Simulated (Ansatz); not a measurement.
Computed with Ansatz on PBE0-D4/def2-TZVP structures; ΔE is electronic, products minus reactants. CCSD(T)/CBS is the MP2 limit (def2-TZVPP, def2-QZVPP) plus CCSD(T) − MP2 in def2-TZVPP, frozen cores. Functionals use def2-TZVPP. Each species was taken in one conformer, which may not be the lowest.

Consider the ligand exchange at the Si–N bond: `BN([SiH3])C=C` + `BN[SiH2]F` → `BN([SiH3])[SiH2]F` + `BNC=C`.

`BN([SiH3])C=C`:

```xyz
13

B     0.712   -1.715   -0.569
N     0.185   -0.476   -0.160
Si   -1.538   -0.126   -0.320
C     1.029    0.504    0.384
C     0.661    1.709    0.807
H     1.887   -1.912   -0.442
H    -0.018   -2.540   -1.030
H    -2.117    0.169    1.015
H    -2.177   -1.318   -0.914
H    -1.730    1.061   -1.193
H     2.069    0.194    0.441
H    -0.363    2.063    0.771
H     1.401    2.386    1.210
```

`BN[SiH2]F`:

Cartesian coordinates in Å:
```
B -1.523 -0.100 -0.293
N -0.236 -0.613 -0.070
Si 1.171 0.323 0.284
F 2.071 0.505 -1.023
H -1.688 1.084 -0.222
H -2.425 -0.845 -0.542
H -0.122 -1.616 -0.139
H 2.011 -0.397 1.267
H 0.740 1.659 0.737
```

`BN([SiH3])[SiH2]F`:

```xyz
12

B    -1.615   -0.343    0.149
N    -0.234   -0.079    0.003
Si    0.238    1.585   -0.327
Si    0.937   -1.343    0.172
F     1.715   -1.169    1.557
H    -1.996   -1.452    0.392
H    -2.400    0.557    0.020
H     1.721    1.625   -0.399
H    -0.233    2.473    0.762
H    -0.337    2.029   -1.619
H     1.955   -1.233   -0.897
H     0.249   -2.648    0.187
```

`BNC=C`:

Z-matrix (Å, degrees):
```
B
N 1 1.395
H 1 1.196 2 118.6
H 1 1.194 2 118.6 3 180.0
C 2 1.390 1 126.4 3 0.0
H 2 1.010 1 119.6 3 -180.0
C 5 1.328 2 125.2 1 -180.0
H 5 1.085 2 113.4 1 0.0
H 7 1.081 5 120.4 2 -180.0
H 7 1.085 5 122.0 2 0.0
```

```json
{"level": "r2SCAN-D4", "ΔE (kJ/mol)": "-10.0"}
{"level": "PBE", "ΔE (kJ/mol)": "-9.7"}
{"level": "CCSD(T)/def2-TZVPP", "ΔE (kJ/mol)": "-6.7"}
{"level": "SCS-MP2/def2-QZVPP", "ΔE (kJ/mol)": "-7.2"}
```

What does CCSD(T)/CBS give? (Best estimate.)

Computed: -7.0 kJ/mol. The listed levels differ from it by -3.0, -2.7, 0.3, -0.2 kJ/mol.

Largest T1 diagnostic among the species: 0.013.

In def2-TZVPP, CCSD(T) changes the Hartree–Fock value by +6.0 kJ/mol (the triples alone add +0.9 kJ/mol) and MP2 by +7.0 kJ/mol.
